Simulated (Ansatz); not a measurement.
Job for Ansatz (a quantum-chemistry and plane-wave program): U-PBE/def2-TZVPP on CrS, 2S+1 = 7, a spin state set in the input, which need not be the lowest, a point of a bond scan (R = 2.320 Å).

Ansatz 0.2 input:
```yaml
crystal:
  periodic: [false, false, false]
  atoms:
    - {symbol: Cr, position_ang: [0.00000000, 0.00000000, 0.00000000]}
    - {symbol: S, position_ang: [0.00000000, 0.00000000, 2.32025000]}
basis:
  gaussian:
    orbitals: def2-TZVPP
    pivot_positions_ang: [[0.00000000, 0.00000000, 0.00000000], [0.00000000, 0.00000000, 2.32025000]]
hamiltonian:
  xc: {name: PBE}
magnetization: {spin_polarized: true, initial_magnetization: 6}
output: {forces: true, orbitals: {seedname: ./end}}
```

The head of its log:

```
WARN ansatz: RAYON_NUM_THREADS=1 ignored (pool sized by the plan → 1); use --threads N
Functional definition: PBE
integrals: 0.03 GiB planned
703 factors; their error is unknown
mean field: 0.32 GiB planned
mean field evaluation 1: about -39211.6025 eV, gradient 1.0e2 eV
mean field evaluation 2: about -38989.5132 eV, gradient 2.2e2 eV
```

Q: Predict the final total energy.

A: -1442.2309 hartree.
